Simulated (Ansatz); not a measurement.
Reaction (ligand exchange at a Ge–C bond): `C=C[CH2][GeH2][F]` + H–F → `[F][GeH2][F]` + `C=CC`

Isolated molecules relaxed with PBE0-D4/def2-TZVP in Ansatz; ΔE leaves out vibrations. CBS: MP2 limit from def2 TZ/QZ plus the TZ coupled-cluster correction, frozen cores. This one scheme is used for every species. Functionals use def2-TZVPP. For Ge outer-core shells are correlated without core-valence functions, which leaves a few kJ/mol of doubt a bond. Scalar relativity is left out up to krypton. Each species was taken in one conformer, which may not be the lowest.

CCSD(T)/CBS gives -0.70 eV.

Another level gave -0.70 eV. Which?
A. r2SCAN0-D4/def2-TZVPP
B. BHLYP/def2-TZVPP
C. LDA (SPW92)/def2-TZVPP
D. BHLYP-D4/def2-TZVPP

C. LDA (SPW92) -0.70, BHLYP -0.95, r2SCAN0-D4 -0.81, BHLYP-D4 -0.86 eV.

Largest T1 diagnostic among the species: 0.012.

In def2-TZVPP, CCSD(T) changes the Hartree–Fock value by +0.31 eV (the triples alone add +0.03 eV) and MP2 by +0.34 eV. The D4 term adds +0.10 eV with B3LYP and +0.06 eV with PBE0; it sums over pairs of atoms, weighted by their polarisabilities, and B3LYP, whose exchange is more repulsive, gets the larger term.

B3LYP here is the variant with VWN-RPA as its local correlation; programs differ in this.
